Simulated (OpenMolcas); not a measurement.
# Au4+ in a point-charge field

Au4+ among 4 point charges of -2.5 e arranged as a tetrahedron (Td), 1.76 Å from the ion.
```
   1.0161    1.0161    1.0161  -2.50
   1.0161   -1.0161   -1.0161  -2.50
  -1.0161    1.0161   -1.0161  -2.50
  -1.0161   -1.0161    1.0161  -2.50
```

```
Program             : OpenMolcas
Method              : SS-CASPT2, IPEA 0.25 Eh, imaginary shift 0.1 Eh (closed shells correlated: 4f 5s 5p)
Basis               : ANO-RCC-VDZP [7s6p4d2f]
Scalar Hamiltonian  : DKH2, point nucleus
Active space        : 7 electrons in 5 orbitals (5d)
State averaging     : 2S+1 = 4 even, 10 roots; 2S+1 = 2 even, 40 roots
Spin-orbit coupling : RASSI with atomic mean-field integrals over the reference wave functions
```

The lowest spin-free states (labels of Td), above the lowest:

| State | Degeneracy | E (cm-1) | Free-ion L (%) |
| --- | --- | --- | --- |
| 4A2 | 1 | 0 | F (100) |
| 4T2 | 3 | 5550 | F (100) |
| 4T1 | 3 | 9430 | F (96) |
| 2E | 2 | 16760 | G (76) |
| 2T1 | 3 | 16930 | G (63) |
| 2A1 | 1 | 19400 | G (100) |
| 4T1 | 3 | 19450 | P (96) |
| 2T2 | 3 | 20380 | G (82) |
| 2T2 | 3 | 23070 | H (76) |
| 2T1 | 3 | 23370 | H (55) |
| 2E | 2 | 24780 | H (52) |
| 2T1 | 3 | 26020 | P (56) |
| 2T2 | 3 | 29140 | D (67) |
| 2T1 | 3 | 29190 | H (83) |
| 2E | 2 | 33710 | D (44) |
| 2A2 | 1 | 36230 | F (100) |
| 2T2 | 3 | 37290 | F (97) |
| 2T1 | 3 | 39110 | F (95) |
| 2E | 2 | 56050 | D (99) |
| 2T2 | 3 | 57380 | D (97) |

The lowest levels with spin-orbit coupling:

```csv
E (cm-1),Degeneracy,Label,2S+1,g
0,4,Γ8,4 (87 %),
2890,4,Γ8,4 (78 %),
3830,2,Γ6,4 (74 %),4.25 4.25 4.25
12530,4,Γ8,4 (62 %),
14690,2,Γ7,4 (86 %),2.56 2.56 2.56
14760,2,Γ6,4,2.50 2.50 2.50
15790,2,Γ7,4 (72 %),0.76 0.76 0.76
16070,4,Γ8,4 (61 %),
16360,4,Γ8,4 (71 %),
22430,2,Γ6,2 (76 %),3.66 3.66 3.66
22940,4,Γ8,2 (71 %),
23410,4,Γ8,4 (82 %),
23900,4,Γ8,4 (82 %),
26200,4,Γ8,2 (84 %),
26400,2,Γ7,4,2.39 2.39 2.39
28290,2,Γ6,4 (62 %),1.98 1.98 1.98
30040,4,Γ8,2,
30910,2,Γ7,2,3.80 3.80 3.80
31960,2,Γ6,2,2.58 2.58 2.58
32780,4,Γ8,2,
```

Powder χT (cm3 K/mol): 3.85 at 2 K, 3.86 at 10 K, 3.88 at 50 K, 3.91 at 100 K, 3.97 at 200 K, 4.02 at 300 K. The effective moment at 300 K is 2.828 √(χT) = 5.67 μB.

Roots that are degenerate in the reference are averaged as groups; the widest CASPT2 spread within a group is 150 cm-1 (the 3-fold group of multiplicity 4 near 5550 cm-1 above the lowest state of its run). Shifts and gaps below about the spread of the groups concerned are not significant. Spin-orbit coupling mixes the spin-free states strongly: the lowest level takes only 51 % from its leading state, 4A2. Free-ion shares, where given, are those of the reference states; single-state CASPT2 does not remix them. This is an electrostatic model: the charges have no orbitals. No measured value stands beside these numbers.

The CASPT2 steps took 9.6 s on 1 thread of Arm Neoverse V2 (shared host); the integral step is not counted.
